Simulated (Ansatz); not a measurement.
System: C3H8Se2 (charge 0, singlet). 
Structure (B3LYP-D3(BJ)/def2-TZVP (Ansatz, a first-principles code) minimum search):
```
C
C 1 1.5232
H 2 1.0894 1 111.77
H 2 1.0907 3 108.20 1 120.99
H 2 1.0938 3 108.45 4 117.35
C 1 1.5232 2 111.62 3 178.54
H 6 1.0894 1 111.77 2 178.54
H 6 1.0907 7 108.20 1 120.99
H 6 1.0938 7 108.45 8 117.35
Se 1 1.9958 2 110.81 3 60.60
H 10 1.4704 1 95.07 2 -63.85
Se 1 1.9958 2 106.05 3 -60.69
H 12 1.4704 1 95.07 2 174.86
```
Charge 0, spin multiplicity 1.

Basis-set convergence of Hartree-Fock and MP2 correlation energies (hartree) with Ansatz. Cores are frozen in the correlated levels unless marked. No spin-orbit coupling. The frozen core is the preceding noble-gas configuration, with the filled d and f shells of earlier blocks. Non-relativistic.

```json
[
 {"basis": "cc-pVDZ", "functions": "136", "E(HF)": "-4917.87962", "E(corr, MP2)": "-0.67971"},
 {"basis": "cc-pVTZ", "functions": "288", "E(HF)": "-4918.06458", "E(corr, MP2)": "-0.85183"},
 {"basis": "cc-pVQZ", "functions": "541", "E(HF)": "-4918.07876", "E(corr, MP2)": "-0.91315"}
]
```

Extrapolating the two largest sets (X = 3 and 4) as X^-3: E(corr) = (64·(-0.91315) - 27·(-0.85183))/37 = -0.9579 Eh, an estimate of the basis-set limit. The largest set recovers 95.3 % of it, the smallest 71.0 %.
